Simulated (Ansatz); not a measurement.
Two isomers of C3H7BS: A = `SC1CBC1`, B = `B/C=C(\C)S`.

Gas-phase electronic energies from Ansatz, PBE0-D4/def2-TZVP geometries. CCSD(T)/CBS adds triple-zeta CCSD(T) − MP2 to the extrapolated MP2 energy (def2 sets, frozen cores). Functionals use def2-TZVPP. Each species was taken in one conformer, which may not be the lowest.

A:

```xyz
12

S    -0.154    2.253   -0.189
C    -0.408    0.504    0.204
C    -0.588   -0.396   -1.040
B     0.248   -1.460   -0.238
C     0.771   -0.344    0.737
H     0.043    2.690    1.067
H    -1.275    0.415    0.860
H     0.026   -0.015   -1.868
H    -1.594   -0.575   -1.421
H     0.342   -2.650   -0.282
H     1.718    0.061    0.357
H     0.872   -0.484    1.814
```

B:

```xyz
12

B     1.572   -0.963   -0.899
C     0.172   -0.423   -1.115
C    -0.584    0.199   -0.175
C    -0.180    0.465    1.235
S    -2.175    0.742   -0.640
H     2.149   -1.498   -1.801
H     2.136   -0.875    0.155
H    -0.289   -0.531   -2.096
H    -0.876   -0.020    1.926
H     0.824    0.096    1.429
H    -0.211    1.538    1.442
H    -2.538    1.270    0.540
```

Problem. Which isomer does CCSD(T)/CBS put lower? Give the gap. (An estimate is asked.)

Solution. Ansatz gave: B, by 6.1 kcal/mol.

Problem. Give E(B) − E(A) in kcal/mol with MP2/def2-TZVPP, HF/def2-TZVPP, CCSD/def2-TZVPP, CCSD(T)/def2-TZVPP, PBE-D4, r2SCAN-D4, PBE0-D4. (An estimate is asked.)

Solution. The calculation gave: MP2/def2-TZVPP -5.6, HF/def2-TZVPP -9.0, CCSD/def2-TZVPP -5.5, CCSD(T)/def2-TZVPP -6.5, PBE-D4 -7.3, r2SCAN-D4 -8.1, PBE0-D4 -4.3. None reverses the order clearly.

Largest T1 diagnostic: 0.013.

In def2-TZVPP, CCSD(T) changes the Hartree–Fock value by +2.5 kcal/mol (the triples alone add −1.0 kcal/mol) and MP2 by +3.3 kcal/mol. From PBE to PBE0 (25 % exact exchange), in def2-TZVPP and without D4, E(B) − E(A) moves by +3.0 kcal/mol.
